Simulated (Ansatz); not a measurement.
Molecule: chloro(trimethyl)silane, C$_{3}$H$_{9}$ClSi (charge 0, singlet). 
Geometry from a B3LYP-D3(BJ)/def2-TZVP (Ansatz, a quantum-chemistry and plane-wave program) optimisation:
SMILES: C[Si](C)(Cl)C
```xyz
14

C     -0.9897     1.3069    -1.1321
Si    -0.0984    -0.1072    -0.3021
C      1.4352    -0.5969    -1.2463
C     -1.2311    -1.5660    -0.0342
Cl     0.5154     0.5616     1.5827
H     -1.3335     1.0094    -2.1263
H     -1.8597     1.6163    -0.5506
H     -0.3330     2.1712    -1.2446
H      1.9741    -1.3937    -0.7310
H      1.1697    -0.9560    -2.2442
H      2.1124     0.2513    -1.3597
H     -1.5827    -1.9564    -0.9929
H     -2.1032    -1.2809     0.5567
H     -0.7148    -2.3710     0.4913
```

Basis-set convergence of Hartree-Fock and CCSD correlation energies (hartree) with Ansatz. Cores are frozen in the correlated levels unless marked. No spin-orbit coupling. No relativistic terms.

```tsv
basis	functions	E(HF)	E(corr, CCSD)
cc-pV(D+d)Z	133	-867.38756	-0.74561
cc-pV(T+d)Z	294	-867.45599	-0.91478
cc-pV(Q+d)Z	563	-867.47045	-0.96829
```

Extrapolating the two largest sets (X = 3 and 4) as X^-3: E(corr) = (64·(-0.96829) - 27·(-0.91478))/37 = -1.0073 Eh, an estimate of the basis-set limit. The largest set recovers 96.1 % of it, the smallest 74.0 %.
